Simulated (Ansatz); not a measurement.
**C2H6Ga (SMILES C[Ga]C): the energy, rung by rung**

The species is C2H6Ga (9 atoms), meant as a doublet with charge 0. SMILES: `C[Ga]C`. Geometry: optimised at wB97X-V/def2-SVP.

Quantity: the adiabatic ionisation energy (to the singlet cation, shapes relaxed at wB97X-V/def2-SVP, no zero-point term), in eV. The values are calculated.

| level | kind | program | value (eV) | less CCSD(T)/def2-TZVP | CPU time (all runs) |
| --- | --- | --- | --- | --- | --- |
| UHF/def2-TZVP | Hartree–Fock | Ansatz | 5.53 | -0.35 | 5.9 s |
| USVWN5/def2-TZVP | LDA | Ansatz | 5.85 | -0.03 | 4.4 s |
| UBLYP/def2-TZVP | GGA | Ansatz | 5.80 | -0.08 | 8.3 s |
| U-r2SCAN/def2-TZVP | meta-GGA | Ansatz | 5.98 | +0.10 | 15 s |
| UPBE0-D4/def2-TZVP | global hybrid | Ansatz | 5.91 | +0.03 | 12 s |
| UCAM-B3LYP/def2-TZVP | range-separated hybrid | Ansatz | 5.97 | +0.09 | 14 s |
| UB2PLYP/def2-TZVP | double hybrid | Ansatz | 5.85 | -0.03 | 17 s |
| RPA@PBE/def2-TZVP | RPA | Ansatz | 6.21 | +0.33 | 20 s |
| UCCSD(T)/def2-TZVP | coupled cluster or CI | Ansatz | 5.88 | 0.00 | 2.9 min |

UCCSD(T)/def2-TZVP is the highest level here, not the true value. All-electron rows without a relativistic Hamiltonian named are non-relativistic. The values span 5.53 to 6.21 eV. In the correlated wave-function rows the outer d shell of Ga is correlated, in sets not made for it. Times are those of the runs behind each value, whatever else they computed, on shared processors of several kinds: orders of magnitude only.
